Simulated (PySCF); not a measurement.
Cl4Zr, triplet, at a GFN2-xTB geometry (such geometries of metal compounds can be far from the true shape) (the multiplicity is a formal guess) (core potentials on Zr); DF-CAMB3LYP/def2-SV(P) in PySCF.

Here is a job for PySCF.
```python
from pyscf import gto, scf, dft

mol = gto.M(
    atom='''
Zr    0.000000   -0.000000   -0.000000
Cl    1.861245   -0.584673   -1.272201
Cl    0.668813    0.481947    2.178299
Cl   -1.019449    1.875283   -0.931992
Cl   -1.510609   -1.772557    0.025893
''',
    basis='def2-sv(p)',
    ecp={'Zr': 'def2-sv(p)'},
    charge=0,
    spin=2,
    verbose=4,
)

mf = dft.UKS(mol)
mf.xc = 'camb3lyp'
mf = mf.density_fit(auxbasis='def2-universal-jkfit')
mf.kernel()
```

Write the output that PySCF gives for this input, abridged.


```
PySCF version 2.14.0

[INPUT] verbose = 4
[INPUT] num. atoms = 5
[INPUT] num. electrons = 80
[INPUT] charge = 0
[INPUT] spin (= nelec alpha-beta = 2S) = 2
[INPUT] symmetry False subgroup None
[INPUT] Mole.unit = angstrom
[INPUT] Symbol           X                Y                Z      unit          X                Y                Z       unit  Magmom
[...]
nuclear repulsion = 426.658341612695
number of shells = 42
number of NR pGTOs = 194
number of NR cGTOs = 96
basis = def2-sv(p)
ecp = {'Zr': 'def2-sv(p)'}

******** <class 'pyscf.df.df_jk.DFUKS'> ********
method = DFUKS
initial guess = minao
damping factor = 0
level_shift factor = 0
DIIS = <class 'pyscf.scf.diis.CDIIS'>
diis_start_cycle = 1
diis_space = 8
diis_damp = 0
SCF conv_tol = 1e-09
SCF conv_tol_grad = None
SCF max_cycles = 50
direct_scf = False
number electrons alpha = 41  beta = 39
XC library pyscf.dft.libxc version 7.1.2
    S. Lehtola, C. Steigemann, M. J. T. Oliveira, and M. A. L. Marques,  SoftwareX 7, 1–5 (2018)
XC functionals = camb3lyp
    T. Yanai, D. P. Tew, and N. C. Handy,  Chem. Phys. Lett. 393, 51 (2004)
radial grids:
    Treutler-Ahlrichs [JCP 102, 346 (1995); DOI:10.1063/1.469408] (M4) radial grids

becke partition: Becke, JCP 88, 2547 (1988); DOI:10.1063/1.454033
pruning grids: <function nwchem_prune>
grids dens level: 3
symmetrized grids: False
atomic radii adjust function: <function treutler_atomic_radii_adjust>
small_rho_cutoff = 0
Set gradient conv threshold to 3.16228e-05
tot grids = 97912
******** <class 'pyscf.df.df.DF'> ********
auxbasis = def2-universal-jkfit
Create RSH-DF object <pyscf.df.df.DF object> for omega=0.33
******** <class 'pyscf.df.df.DF'> ********
auxbasis = auxmol.basis = def2-universal-jkfit
init E= -1881.53008703659

cycle= 1 E= -1887.05731276668  delta_E= -5.53  |g|= 0.743  |ddm|= 3.03

cycle= 2 E= -1886.73183628914  delta_E= 0.325  |g|= 0.882  |ddm|= 5.22

cycle= 3 E= -1887.37002801529  delta_E= -0.638  |g|= 0.15  |ddm|=    5

cycle= 4 E= -1887.38499153019  delta_E= -0.015  |g|= 0.04  |ddm|= 0.191

cycle= 5 E= -1887.38596512421  delta_E= -0.000974  |g|= 0.0183  |ddm|= 0.0771

cycle= 6 E= -1887.38625419454  delta_E= -0.000289  |g|= 0.00426  |ddm|= 0.0349

cycle= 7 E= -1887.38635913535  delta_E= -0.000105  |g|= 0.00308  |ddm|= 0.0268

cycle= 8 E= -1887.38645219318  delta_E= -9.31e-05  |g|= 0.00266  |ddm|= 0.0262

cycle= 9 E= -1887.38654925207  delta_E= -9.71e-05  |g|= 0.00225  |ddm|= 0.0308

[...]

cycle= 22 E= -1887.38707662344  delta_E= -9.34e-06  |g|= 0.000512  |ddm|= 0.0221

cycle= 23 E= -1887.38708277534  delta_E= -6.15e-06  |g|= 0.00043  |ddm|= 0.0134

cycle= 24 E= -1887.38709023978  delta_E= -7.46e-06  |g|= 0.000456  |ddm|= 0.0177

cycle= 25 E= -1887.3870995906  delta_E= -9.35e-06  |g|= 0.000352  |ddm|= 0.0223

cycle= 26 E= -1887.38710260713  delta_E= -3.02e-06  |g|= 0.000374  |ddm|= 0.00658

cycle= 27 E= -1887.38710845769  delta_E= -5.85e-06  |g|= 0.000338  |ddm|= 0.0144

cycle= 28 E= -1887.38711772253  delta_E= -9.26e-06  |g|= 0.00033  |ddm|= 0.0235

cycle= 29 E= -1887.38712206527  delta_E= -4.34e-06  |g|= 0.000299  |ddm|= 0.0117

cycle= 30 E= -1887.38713580313  delta_E= -1.37e-05  |g|= 0.000302  |ddm|= 0.0411

cycle= 31 E= -1887.38715136336  delta_E= -1.56e-05  |g|= 0.000584  |ddm|= 0.061

cycle= 32 E= -1887.38715268091  delta_E= -1.32e-06  |g|= 0.000243  |ddm|= 0.00592

cycle= 33 E= -1887.38715844491  delta_E= -5.76e-06  |g|= 0.000371  |ddm|= 0.0335

cycle= 34 E= -1887.38715999977  delta_E= -1.55e-06  |g|= 0.000343  |ddm|= 0.0125

cycle= 35 E= -1887.38716266981  delta_E= -2.67e-06  |g|= 0.000143  |ddm|= 0.0229

cycle= 36 E= -1887.38716372409  delta_E= -1.05e-06  |g|= 0.000105  |ddm|= 0.0127

cycle= 37 E= -1887.38716419841  delta_E= -4.74e-07  |g|= 0.000139  |ddm|= 0.0052

cycle= 38 E= -1887.38716438932  delta_E= -1.91e-07  |g|= 0.000109  |ddm|= 0.00422

cycle= 39 E= -1887.38716433061  delta_E= 5.87e-08  |g|= 0.000112  |ddm|= 0.000707

cycle= 40 E= -1887.38716446698  delta_E= -1.36e-07  |g|= 0.000103  |ddm|= 0.00215

cycle= 41 E= -1887.38716430709  delta_E= 1.6e-07  |g|= 0.000109  |ddm|= 0.00427

cycle= 42 E= -1887.38716441355  delta_E= -1.06e-07  |g|= 0.000102  |ddm|= 0.00413

cycle= 43 E= -1887.38716459289  delta_E= -1.79e-07  |g|= 9.83e-05  |ddm|= 0.00191

cycle= 44 E= -1887.38716523268  delta_E= -6.4e-07  |g|= 8.95e-05  |ddm|= 0.00571

cycle= 45 E= -1887.38716635755  delta_E= -1.12e-06  |g|= 7.2e-05  |ddm|= 0.0119

cycle= 46 E= -1887.38716702885  delta_E= -6.71e-07  |g|= 7.85e-05  |ddm|= 0.00988

cycle= 47 E= -1887.38716741664  delta_E= -3.88e-07  |g|= 6.38e-05  |ddm|= 0.00647

cycle= 48 E= -1887.38716768008  delta_E= -2.63e-07  |g|= 5.76e-05  |ddm|= 0.00569

cycle= 49 E= -1887.38716788503  delta_E= -2.05e-07  |g|= 5.29e-05  |ddm|= 0.00522

cycle= 50 E= -1887.38716794358  delta_E= -5.85e-08  |g|= 5.1e-05  |ddm|= 0.00242
SCF not converged.
SCF energy = -1887.38716794358 after 50 cycles  <S^2> = 2.0091248  2S+1 = 3.006077
```

Convergence was not reached.
